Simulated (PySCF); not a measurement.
A PySCF script (with the pyscf-properties extension) for the NMR shieldings of `InChI=1S/C5H13OPSi2/c1-4(5(2)6)3-8-9-7/h1,3,7-9H2,2H3`, on a GFN2-xTB geometry:

```python
import basis_set_exchange as bse
import numpy as np
from pyscf import gto, dft
from pyscf.prop import nmr

atoms = """
C    -2.882678   -0.585877    0.159592
C    -1.563464   -0.413816    0.241835
C    -0.607809   -1.437866    0.734408
Si    0.845399   -1.739123   -0.500278
Si    2.787733   -0.611275    0.077230
P     2.409445    1.594238    0.168741
C    -0.904254    0.806737   -0.260081
C    -1.628679    2.117384   -0.194479
O     0.218755    0.720640   -0.725822
H    -3.539081    0.158541   -0.257245
H    -3.344944   -1.504630    0.479155
H    -0.166354   -1.080007    1.667144
H    -1.135824   -2.362202    0.957777
H     1.095998   -3.188545   -0.323172
H     0.332025   -1.642851   -1.870235
H     3.283356   -0.946866    1.424470
H     3.910981   -0.921159   -0.822369
H     2.557123    1.810153   -1.183497
H     3.736607    1.923583    0.417911
H    -2.243861    2.224907   -1.087589
H    -2.269926    2.171393    0.680485
H    -0.900959    2.926028   -0.185616
"""
names = dict.fromkeys(["C", "Si", "P", "O", "H"], "pcSseg-1")
basis = {el: gto.basis.parse(bse.get_basis(n, elements=[el], fmt="nwchem")) for el, n in names.items()}
mol = gto.M(atom=atoms, basis=basis, charge=0, verbose=0)
mf = dft.RKS(mol, xc="PBE0")
mf.grids.level = 2
mf.grids.alignment = dft.numint.BLKSIZE   # the property module wants whole blocks of grid points
mf.conv_tol = 1e-9
mf.kernel()

calc = nmr.RKS(mf)   # GIAO
C = mf.mo_coeff
Co = C[:, mf.mo_occ > 0]
resp = mf.gen_response(singlet=True, hermi=2)
def vind(x):   # induced exchange potential for any number of trial vectors
    d = np.einsum("pi,xij,qj->xpq", C, 2 * x.reshape(-1, C.shape[1], Co.shape[1]), Co, optimize=True)
    return np.einsum("xpq,pi,qj->xij", resp(d - d.transpose(0, 2, 1)), C, Co, optimize=True).ravel()
mo1, _ = nmr.rhf.solve_mo1(calc, with_cphf=vind)
sigma = calc.kernel(mo1)
for i, s in enumerate(sigma):   # ppm
    w = np.linalg.eigvalsh((s + s.T) / 2)
    print("%2d %-2s iso %8.1f  s11 %8.1f  s22 %8.1f  s33 %8.1f" % (i, mol.atom_pure_symbol(i), w.mean(), *w))
```

Q: Give the expected output.

A: 
```
 0 C  iso     61.5  s11    -47.3  s22     73.4  s33    158.3
 1 C  iso     26.3  s11    -79.3  s22     19.2  s33    139.0
 2 C  iso    165.7  s11    147.6  s22    161.7  s33    187.7
 3 Si iso    424.3  s11    382.3  s22    415.4  s33    475.1
 4 Si iso    424.3  s11    378.2  s22    422.5  s33    472.2
 5 P  iso    612.8  s11    553.7  s22    585.2  s33    699.5
 6 C  iso    -25.8  s11    -97.9  s22    -79.4  s33     99.9
 7 C  iso    159.6  s11    142.5  s22    147.8  s33    188.4
 8 O  iso   -292.4  s11   -800.9  s22   -389.5  s33    313.4
 9 H  iso     26.0  s11     22.7  s22     25.2  s33     30.0
10 H  iso     25.8  s11     22.6  s22     24.8  s33     29.8
11 H  iso     29.9  s11     26.4  s22     29.2  s33     34.0
12 H  iso     29.9  s11     24.9  s22     29.1  s33     35.6
13 H  iso     27.5  s11     22.9  s22     26.1  s33     33.6
14 H  iso     27.8  s11     25.4  s22     25.9  s33     32.1
15 H  iso     27.6  s11     24.2  s22     25.5  s33     33.1
16 H  iso     27.1  s11     22.8  s22     25.3  s33     33.2
17 H  iso     30.2  s11     25.8  s22     27.4  s33     37.3
18 H  iso     30.4  s11     24.3  s22     26.6  s33     40.3
19 H  iso     29.3  s11     25.9  s22     27.7  s33     34.2
20 H  iso     29.3  s11     25.9  s22     29.3  s33     32.7
21 H  iso     29.3  s11     24.9  s22     29.5  s33     33.4
```

These numbers come from an equivalent density-fitted implementation of the same equations, which agrees with the script to about 0.01 ppm for H and up to a few tenths of a ppm for heavy atoms, so last digits may differ.

Q: Turn these shieldings into chemical shifts. Referencing at the same level of theory: 13C (186.93 ppm) and 29Si (349.16 ppm) and 1H (31.72 ppm) against TMS; 31P (318.38 ppm) against H3PO4; H2O for 17O (336.08 ppm).

A: Averaging equivalent atoms: C 6: 212.7; C 1: 160.6; C 0: 125.5; C 7: 27.4; C 2: 21.3; Si 4: -75.1; Si 3: -75.1; P 5: -294.4; O 8: 628.4; H 10: 5.94; H 9: 5.73; H 15/16: 4.37; H 13/14: 4.06; H 19/20/21: 2.43; H 11/12: 1.84; H 17/18: 1.44 ppm. Unscaled 17O shifts of doubly bonded oxygen tend to come out too high, by tens of ppm or more. Experimental scales use liquid or dissolved standards, which lie at an offset from isolated H2O (liquid H2O: subtract about 36 ppm) and H3PO4.

Size and cost of the density-fitted run: 239 basis functions, 2.1 min wall time on 1 thread of an Arm Neoverse N1, shared host; peak memory 1 GiB.
